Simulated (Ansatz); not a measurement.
The same path of C₃H₆O₂Si (12 atoms, charge 0, multiplicity 1) was run 3 times with different band settings. Lost on the way: C3–O4, C3–H10. Made: C1–C3, O4–H10.

Theory: RKS BLYP/6-31G* (Ansatz).

Relaxed end points:

```xyz
12
Properties=species:S:1:pos:R:3
C -1.265 0.509 1.561
C -0.473 0.239 0.512
C 1.046 -0.005 0.549
O 1.451 -0.647 -0.693
Si 0.216 -0.498 -1.823
O -0.962 0.175 -0.795
H -0.848 0.556 2.569
H -2.331 0.702 1.433
H 1.329 -0.657 1.390
H 1.597 0.950 0.649
H 0.511 0.445 -2.945
H -0.193 -1.825 -2.372
```

```xyz
12
Properties=species:S:1:pos:R:3
C -1.295 0.553 1.806
C -0.595 0.182 0.541
C 0.141 0.919 1.335
O 1.672 -1.621 -1.465
Si 0.433 -0.556 -1.812
O -0.781 -0.506 -0.611
H -2.085 1.324 1.796
H -1.435 -0.197 2.603
H 1.045 1.461 1.597
H 2.295 -1.345 -0.763
H 0.933 0.843 -1.992
H -0.252 -1.111 -3.002
```

Common settings: movable images 5; climbing image yes; spring 5.0 eV/Å²; optimiser quadratic models (default); start path through a guess of the saddle point; iteration limit 60; end points relaxed.

| run | force threshold |
| --- | --- |
| 1 | 0.03 eV/Å |
| 2 | 0.2 eV/Å |
| 3 | 0.5 eV/Å |

(1) What does each run give, and how far can it be trusted?

Results:

(1) Run 1: converged after 42 iterations, highest image 2.984 eV above the first end. Neighbouring images differ by up to 1.8 eV, so the band resolves the path poorly. A vibrational analysis at the climbing image gives one clearly imaginary mode, 417i cm⁻¹: a first-order saddle point.
Run 2: converged after 15 iterations, highest image 2.990 eV above the first end. The threshold of 0.2 eV/Å is loose, so the images may lie well off the minimum-energy path. Neighbouring images differ by up to 1.9 eV, so the band resolves the path poorly. The order of the stationary point at the top wasn't checked.
Run 3: converged after 12 iterations, highest image 2.994 eV above the first end. The threshold of 0.5 eV/Å is loose, so the images may lie well off the minimum-energy path. Neighbouring images differ by up to 2.0 eV, so the band resolves the path poorly. The order of the stationary point at the top wasn't checked.
The orbitals stay closed-shell, which can raise the energy where a bond breaks towards radicals; this wasn't checked here.
